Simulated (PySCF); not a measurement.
Species: C₅H₁₀OSSi.
SMILES: `CO[SiH2]SC1CCC=1`

The closed-shell SCF was solved with PySCF and density fitting under several settings on one GFN2-xTB geometry (grid level 2 and gas phase unless stated).

| settings | basis functions | SCF cycles | E (Eh) | HOMO (eV) | LUMO (eV) | dipole (D) |
| --- | --- | --- | --- | --- | --- | --- |
| PBE0/pcSseg-1 | 200 | 14 | -958.8083 | -6.25 | 0.05 | 2.16 |
| PBE0/def2-SVPD | 254 | 14 | -958.4787 | -6.27 | -0.18 | 1.88 |
| CAM-B3LYP/pcSseg-1, start guess huckel, energy threshold 1e-08 Eh | 200 | 13 | -959.2684 | -7.46 | 1.14 | 2.23 |
| KT3/def2-SVPD, IEF-PCM cyclohexane, start guess huckel, energy threshold 1e-06 Eh | 254 | 15 | -968.3833 | -5.30 | -0.99 | 1.99 |
| CAM-B3LYP/pcSseg-1 | 200 | 13 | -959.2684 | -7.46 | 1.14 | 2.23 |

Q: Estimate the row for these settings: B97-2/pcSseg-1, energy threshold 1e-11 Eh.

A: 
```json
{"settings": "B97-2/pcSseg-1, energy threshold 1e-11 Eh", "basis functions": "200", "SCF cycles": "13", "E (Eh)": "-959.3326", "HOMO (eV)": "-6.02", "LUMO (eV)": "0.08", "dipole (D)": "2.16"}
```

Q: Over all rows, what range does the HOMO–LUMO gap span?

A: From 4.31 eV to 8.60 eV.

Q: And the dipole moment?

A: From 1.88 D to 2.23 D; the largest is 1.19 times the smallest, and the median is 2.16 D.

Q: Compare two rows with the functional PBE0: PBE0/pcSseg-1 and PBE0/def2-SVPD. Which energy is lower, and by how much?

A: PBE0/pcSseg-1 (200 functions) lies 0.3296 Eh or 207 kcal/mol below PBE0/def2-SVPD (254 functions). The smaller set gives the lower energy; the two sets aren't nested, so the variational bound doesn't order them by size.

Cycle counts include a coarse-grid stage where the run had one. KT3 was designed for NMR shieldings or shifts; total energies of different functionals aren't comparable. One conformer (not necessarily the lowest) at the GFN2-xTB geometry, without vibrations or thermal averaging.

Shape of the structure used: `[CH3:1][O:2][SiH2:3][S:4][C:5]1=[CH:6][CH2:7][CH2:8]1`: C1–O2–Si3–S4 180°, O2–Si3–S4–C5 179°, Si3–S4–C5–C6 2°.
